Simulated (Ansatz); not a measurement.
`F[Si]Br` + H₂S → `F[Si]S` + HBr at 298.15 K and 1 bar (ligand exchange at the Si–Br bond).

Program: Ansatz. Geometries: PBE0-D4/def2-TZVP. ΔE: electronic, gas phase. CBS: MP2 limit from def2 TZ/QZ plus the TZ coupled-cluster correction, frozen cores. This one scheme is used for every species. For Br outer-core shells are correlated without core-valence functions, which leaves a few kJ/mol of doubt a bond. Scalar relativity is left out up to krypton. One conformer a species, not always the lowest.

```
  species  CCSD(T)/CBS energy (Eh)  H − E (kJ/mol)  S (J/(mol·K))
`F[Si]Br`              -2962.26094            21.2          287.3
      H₂S               -398.97279            49.9          205.7
 `F[Si]S`               -787.30018            44.8          282.7
      HBr              -2573.91920            24.6          198.6
```

H − E and S are ideal-gas, rigid-rotor, harmonic terms from PBE0-D4/def2-TZVP, for one conformer and one mirror image of each species. 1 Eh = 2625.50 kJ/mol, R = 8.31446 J/(mol·K).

Question: By hand: ΔE, ΔH, ΔS and ΔG.

Answer: ΔE = (-787.30018) + (-2573.91920) − (-2962.26094) − (-398.97279) = 0.01435 Eh = 37.7 kJ/mol. Δ(H − E) = 44.8 + 24.6 − 21.2 − 49.9 = -1.7, so ΔH = 36.0 kJ/mol. ΔS = 282.7 + 198.6 − 287.3 − 205.7 = -11.7 J/(mol·K). ΔG = 36.0 − 298.15 × (-11.7)/1000 = 39.5 kJ/mol.

Question: By hand: the equilibrium constant, and the temperature at which ΔG would vanish if ΔH and ΔS stayed fixed.

Answer: log₁₀ K = −ΔG/(RT ln 10) = -6.9. ΔH and −TΔS have one sign here, so there is no such temperature.

The number of gas molecules stays the same, so ΔS is small and ΔH decides. A doubt of 5 kJ/mol in ΔE shifts log₁₀ K by 0.9 here. Other conformers and mirror images would add mixing entropy, several J/(mol·K) or more a flexible species. These are equilibria of isolated gas molecules and say nothing of rates. Largest T1 diagnostic: 0.015 (customary marks: 0.02 for closed shells, 0.045 for open ones).

ΔS is within the doubt of such terms, so its sign, and with it that verdict, could turn.
